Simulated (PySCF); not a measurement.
Molecule: `InChI=1S/C8H16/c1-7(2)8-5-3-4-6-8/h7-8H,3-6H2,1-2H3`.

Cartesian coordinates in Å; atom numbers follow the order of the lines, from 1:
```xyz
24

C    -2.153    0.415    1.306
C    -1.410   -0.235    0.144
C    -2.241   -0.157   -1.132
C    -0.017    0.375   -0.039
C     0.789   -0.177   -1.222
C     2.228    0.187   -0.879
C     2.318   -0.137    0.613
C     0.923    0.196    1.180
H    -2.333    1.484    1.103
H    -3.133   -0.060    1.469
H    -1.588    0.346    2.248
H    -1.261   -1.305    0.389
H    -2.357    0.890   -1.460
H    -3.251   -0.566   -0.972
H    -1.783   -0.717   -1.960
H    -0.155    1.459   -0.212
H     0.680   -1.276   -1.265
H     0.457    0.221   -2.193
H     2.384    1.267   -1.045
H     2.976   -0.345   -1.486
H     2.529   -1.211    0.739
H     3.129    0.404    1.123
H     0.942    1.104    1.800
H     0.562   -0.615    1.834
```

Geometry PBE0-D3(BJ)/def2-SVP throughout; GIAO in PySCF 2.14.0 with density-fitted response routines, gas phase, one conformer, non-relativistic; equivalent atoms averaged; functional PBE0.

Problem. How do the absolute shieldings σ depend on the basis set? (a selection of nuclei; ppm; last column core-seconds on shared hosts with different chips, so compare them loosely)

Solution. 
| basis set | functions | C4 | C2 | C6/C7 | H18/H23 | H19/H22 | H20/H21 | H16 | H17/H24 | H12 | core-s |
| --- | --- | --- | --- | --- | --- | --- | --- | --- | --- | --- | --- |
| STO-3G | 56 | 192.9 | 201.1 | 203.2 | 31.43 | 31.51 | 31.52 | 31.56 | 31.65 | 31.93 | 6.9 |
| pcSseg-0 | 104 | 145.2 | 157.5 | 164.3 | 31.23 | 31.39 | 31.34 | 31.80 | 31.81 | 31.89 | 12 |
| 6-31G | 104 | 151.2 | 163.3 | 170.9 | 30.72 | 30.97 | 30.91 | 30.98 | 31.25 | 31.22 | 15 |
| 6-31G* | 144 | 148.2 | 159.0 | 166.7 | 30.14 | 30.40 | 30.35 | 30.41 | 30.74 | 30.56 | 22 |
| cc-pVDZ | 192 | 146.6 | 157.7 | 167.6 | 29.59 | 29.85 | 29.79 | 30.13 | 30.29 | 30.26 | 30 |
| def2-SVP | 192 | 146.4 | 158.1 | 166.7 | 29.76 | 30.01 | 29.95 | 30.24 | 30.40 | 30.38 | 28 |
| pcSseg-1 | 216 | 135.0 | 146.3 | 155.3 | 29.56 | 29.79 | 29.75 | 30.19 | 30.32 | 30.36 | 32 |
| 6-311+G(2d,p) | 312 | 136.3 | 147.7 | 157.7 | 29.71 | 30.00 | 29.95 | 30.25 | 30.50 | 30.40 | 70 |
| aug-cc-pVDZ | 328 | 144.9 | 155.1 | 166.5 | 29.55 | 29.82 | 29.78 | 30.09 | 30.32 | 30.24 | 69 |

Problem. Which nucleus among those listed moves most, in ppm?

Solution. C4 (sp3 CH in a ring): from 135.0 ppm with pcSseg-1 to 192.9 ppm with STO-3G. The smallest spread is 1.52 ppm, at H17/H24. Proton shifts span only some 12 ppm, so a few tenths of a ppm matter as much there as several ppm in carbon.

Problem. Taking the largest basis, aug-cc-pVDZ (328 functions), as the yardstick, rank the others by their worst heavy-atom deviation.

Solution. pcSseg-0 2.5 ppm (104 functions), cc-pVDZ 2.6 ppm (192 functions), def2-SVP 3.0 ppm (192 functions), 6-31G* 3.9 ppm (144 functions), 6-31G 8.3 ppm (104 functions), 6-311+G(2d,p) 8.8 ppm (312 functions), pcSseg-1 11.2 ppm (216 functions), STO-3G 48.0 ppm (56 functions).

A small basis that lands close on one nucleus may do so by chance; judge by the trend and by all nuclei.
